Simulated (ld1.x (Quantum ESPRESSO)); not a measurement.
**Scattering properties, PAW potential for Ta (Z = 73)**

- Element: Ta (Z = 73)
- Generator: ld1.x (Quantum ESPRESSO) 7.5
- Type: PAW
- Functional: LDA (PZ)
- Relativity: scalar-relativistic
- Frozen core: [Xe] 4f14
- Valence charge: 5
- Reference configuration: 5d3.5 6s1.5 6p0
- Partial waves: 6s (bound): rcut 2.50, rcutus 3.30 bohr; 6s channel at 0.2 Ry: rcut 2.50, rcutus 3.30 bohr; 6p (bound, empty): rcut 2.60, rcutus 3.20 bohr; 6p channel at 2.2 Ry: rcut 2.60, rcutus 3.20 bohr; 5d (bound): rcut 2.00, rcutus 2.70 bohr; 5d channel at 3.1 Ry: rcut 2.00, rcutus 2.70 bohr; 5f channel at 0.25 Ry: rcut 2.15, rcutus 2.60 bohr; 5f channel at 1.45 Ry: rcut 2.15, rcutus 2.60 bohr
- Local potential: all-electron potential smoothed inside 2.50 bohr (lloc = -1)
- Core correction: a·sin(br)/r model core, default radius (core density twice the valence density)
- Augmentation charge: BESSEL, radius 2.25 bohr

The phase is arctan(r·u′/u) with u = r·R(r), unwrapped; energies in Ry, scanned from -2 to 5 Ry. A pole is an energy at which the radial function vanishes at the test radius. The pseudo phase is shifted by a multiple of π to meet the all-electron one at the reference energy, and phase errors are pseudo minus all-electron; the curves can meet again beyond the range given. Levels narrower than the energy grid can be missing from the lists of poles. n/a: not evaluated, since a narrow level or a reset projector energy made the automatic matching unsafe.

Problem. For each channel, where are the poles, and over which energies does the pseudopotential scatter like the atom?

Solution.

```csv
channel,radius (bohr),reference energy (Ry),"poles, all-electron","poles, pseudo",unbroken range about the reference energy with phases within 0.05 rad,phase error 1 Ry above the reference energy (rad)
s,3.59,-0.40,"0.34, 4.82","0.34, 4.74",below 0.7,-0.002
p,3.59,-0.10,1.27,"1.27, 3.74",below 3.0,-0.001
d,3.59,-0.24,"-0.05, 3.02","-0.04, 3.02",below 0.9,+0.035
f,3.59,0.25,2.19,2.18,n/a,n/a
```

Phases in the f channel:

```json
{"E (Ry)": "-2.00", "all-electron": "1.395", "pseudo": "-1.746"}
{"E (Ry)": "-1.76", "all-electron": "-1.733", "pseudo": "-1.754"}
{"E (Ry)": "-1.52", "all-electron": "-1.764", "pseudo": "-1.764"}
{"E (Ry)": "-1.28", "all-electron": "-1.776", "pseudo": "-1.776"}
{"E (Ry)": "-1.04", "all-electron": "-1.790", "pseudo": "-1.790"}
{"E (Ry)": "-0.80", "all-electron": "-1.808", "pseudo": "-1.808"}
{"E (Ry)": "-0.56", "all-electron": "-1.830", "pseudo": "-1.830"}
{"E (Ry)": "-0.32", "all-electron": "-1.859", "pseudo": "-1.860"}
{"E (Ry)": "-0.08", "all-electron": "-1.900", "pseudo": "-1.900"}
{"E (Ry)": "0.16", "all-electron": "-1.961", "pseudo": "-1.961"}
{"E (Ry)": "0.40", "all-electron": "-2.061", "pseudo": "-2.061"}
{"E (Ry)": "0.64", "all-electron": "-2.260", "pseudo": "-2.260"}
{"E (Ry)": "0.88", "all-electron": "-2.755", "pseudo": "-2.755"}
{"E (Ry)": "1.12", "all-electron": "-3.708", "pseudo": "-3.708"}
{"E (Ry)": "1.36", "all-electron": "-4.270", "pseudo": "-4.270"}
{"E (Ry)": "1.60", "all-electron": "-4.495", "pseudo": "-4.495"}
{"E (Ry)": "1.84", "all-electron": "-4.611", "pseudo": "-4.611"}
{"E (Ry)": "2.08", "all-electron": "-4.686", "pseudo": "-4.686"}
{"E (Ry)": "2.32", "all-electron": "-4.744", "pseudo": "-4.745"}
{"E (Ry)": "2.56", "all-electron": "-4.797", "pseudo": "-4.800"}
{"E (Ry)": "2.80", "all-electron": "-4.855", "pseudo": "-4.861"}
{"E (Ry)": "3.04", "all-electron": "-4.933", "pseudo": "-4.948"}
{"E (Ry)": "3.28", "all-electron": "-5.064", "pseudo": "-5.112"}
{"E (Ry)": "3.52", "all-electron": "-5.376", "pseudo": "-5.599"}
{"E (Ry)": "3.76", "all-electron": "-6.380", "pseudo": "-6.914"}
{"E (Ry)": "4.00", "all-electron": "-7.274", "pseudo": "-7.466"}
{"E (Ry)": "4.24", "all-electron": "-7.545", "pseudo": "-7.638"}
{"E (Ry)": "4.48", "all-electron": "-7.660", "pseudo": "-7.721"}
{"E (Ry)": "4.72", "all-electron": "-7.724", "pseudo": "-7.772"}
{"E (Ry)": "4.96", "all-electron": "-7.767", "pseudo": "-7.808"}
```
